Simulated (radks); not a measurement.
Task: All-electron atom: Pr3+ in [Xe] 4f1 5d1 (not the ground configuration). All-electron calculation, scalar-relativistic Kohn-Sham, r2SCAN, spin-polarised, spherical densities, finite nucleus; open shells are filled with parallel spins first (spin-orbit coupling, left out, can overturn this in heavy ions); meta-GGA in the generalised Kohn-Sham scheme; Fermi nuclear charge, rms radius 4.8919 fm. Program: a radial shooting solver on a logarithmic mesh with Libxc functionals. Some entries of the table are withheld. Estimate them.

orbital  occ.  eigenvalue (eV)  <r> (bohr)
1s down     1        -41918.19     0.02410
1s up       1        -41918.19     0.02410
2s up       1        -6796.248      0.1030
2s down     1        -6796.179      0.1030
2p up       3        -6081.717     0.09057
2p down     3        -6081.667     0.09057
3s up       1        -1506.481      0.2719
3s down     1        -1506.078      0.2719
3p up       3        -1278.925      0.2702
3p down     3        -1278.513      0.2701
3d up       5        -959.5529      0.2476
3d down     5        -959.1931      0.2475
4s up       1        -334.5482      0.6200
4s down     1        -333.3552      0.6200
4p up       3        -259.3463      0.6551
4p down     3        -258.1434      0.6551
4d up       5        -151.2823      0.7172
4d down     5        -150.0500      0.7173
5s up       1         -70.9127         (1)
5s down     1         -69.8446         (2)
5p up       3         -51.2580         (3)
5p down     3         -50.1056         (4)
4f up       1              (5)      0.9466
4f down     0              (6)      0.9445
5d up       1         -25.8905       2.182
5d down     0         -24.3113       2.156

Result: 
(1) 5s up <r> (bohr): 1.449
(2) 5s down <r> (bohr): 1.449
(3) 5p up <r> (bohr): 1.640
(4) 5p down <r> (bohr): 1.636
(5) 4f up eigenvalue (eV): -36.4935
(6) 4f down eigenvalue (eV): -35.1944
